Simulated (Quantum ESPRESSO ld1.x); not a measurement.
Values are calculated unless marked as measured or tabulated.
Er3+, 65 electrons, occupied as [Xe] 4f10 6p1 (not the ground configuration). Code: ld1.x of Quantum ESPRESSO 7.5. Model: scalar-relativistic Kohn-Sham, LDA (Slater exchange, Perdew-Zunger correlation), spin-polarised, spherical densities, point nucleus; open shells are filled with parallel spins first.

Radial electron density D(r) = 4 pi r^2 rho(r):

```
   r/bohr * D(r) (the largest magnitude, 122, reaches the edge; | marks zero)
 0.001578 |    *
 0.001837 |     *
 0.002139 |       *
  0.00249 |         *
 0.002899 |           *
 0.003374 |             *
 0.003928 |                *
 0.004573 |                    *
 0.005324 |                       *
 0.006198 |                           *
 0.007216 |                               *
   0.0084 |                                  *
 0.009779 |                                     *
  0.01138 |                                       *
  0.01325 |                                        *
  0.01543 |                                        *
  0.01796 |                                       *
  0.02091 |                                     *
  0.02434 |                                    *
  0.02834 |                                    *
  0.03299 |                                     *
  0.03841 |                                         *
  0.04471 |                                              *
  0.05205 |                                                   *
   0.0606 |                                                      *
  0.07054 |                                                     *
  0.08213 |                                                 *
  0.09485 |                                            *
   0.1104 |                                         *
   0.1285 |                                          *
   0.1496 |                                              *
   0.1742 |                                                *
   0.2028 |                                             *
   0.2361 |                                     *
   0.2749 |                           *
     0.32 |                      *
   0.3725 |                      *
   0.4337 |                         *
   0.5048 |                         *
   0.5877 |                      *
   0.6842 |                *
   0.7965 |          *
   0.9273 |       *
    1.079 |      *
    1.257 |    *
    1.463 |   *
    1.703 | *
    1.983 |*
    2.308 |*
    2.687 *
    3.128 *
    3.642 *
     4.24 *
    4.936 *
    5.746 *
    6.689 *
    7.787 *
```

D(r) has 4 maxima, at r = 0.0140, 0.0631, 0.174, 0.474 bohr, and minima at 0.0268, 0.114, 0.338 bohr, inside which lie 1.92, 11.10, 29.62 electrons.
